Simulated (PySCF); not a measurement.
# Germanium: a sound run and one with changed settings

Sound run: Ge [Ar] 3d10 4s2 4p2, Ge⁺ [Ar] 3d10 4s2 4p1. All numbers are calculated (PySCF 2.14, scalar relativity through the core potential, in aug-cc-pVDZ-PP with ECP10MDF (5s4p3d, 32 functions)). The sound run starts from symmetry-adapted Hartree-Fock orbitals and uses a fine grid where one is needed.

Changed run: 6 angular points. This setting is unsound on purpose.

```json
{"species": "Ge", "method": "UHF", "sound run (hartree)": "-293.34175", "changed run (hartree)": "-293.34175", "converged": "yes"}
{"species": "Ge", "method": "r2SCAN", "sound run (hartree)": "-294.40345", "changed run (hartree)": "-295.58068", "converged": "no"}
{"species": "Ge", "method": "M06-L", "sound run (hartree)": "-294.55139", "changed run (hartree)": "-294.95747", "converged": "no"}
{"species": "Ge⁺", "method": "UHF", "sound run (hartree)": "-293.06941", "changed run (hartree)": "-293.06941", "converged": "yes"}
{"species": "Ge⁺", "method": "r2SCAN", "sound run (hartree)": "-294.10858", "changed run (hartree)": "-295.26675", "converged": "yes"}
{"species": "Ge⁺", "method": "M06-L", "sound run (hartree)": "-294.27187", "changed run (hartree)": "-295.31221", "converged": "no"}
```

Ionisation energy of Ge:

```tsv
method	sound run (eV)	changed run (eV)
UHF	7.411	7.411
```

A coarse angular grid integrates products of high-l functions wrongly, so density functionals can shift, and the SCF can exploit the error; Hartree-Fock and MP2 need no grid.

For comparison, NIST gives 7.899 eV between the lowest levels.
